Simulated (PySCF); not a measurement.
A structure optimised at PBE-D3(BJ)/def2-TZVP, used in a PySCF frequency run:

```xyz
7

C      0.0000     0.0000    -1.2657
C      0.0000     0.0000     0.1622
N      0.0000     0.0000     1.3117
H     -0.9015    -0.5205    -1.6293
H      0.9015    -0.5205    -1.6293
H      0.0000     1.0410    -1.6293
H      0.0000     0.0000     2.3277
```
Charge +1, spin multiplicity 1.

**Question.** Write its SMILES, formula and point group.

**Answer.** CC#[NH+], C₂H₄N, C3v

**Question.** What are its rotational constants (standard atomic weights)?

**Answer.** 154.22, 8.6195, 8.6195 GHz
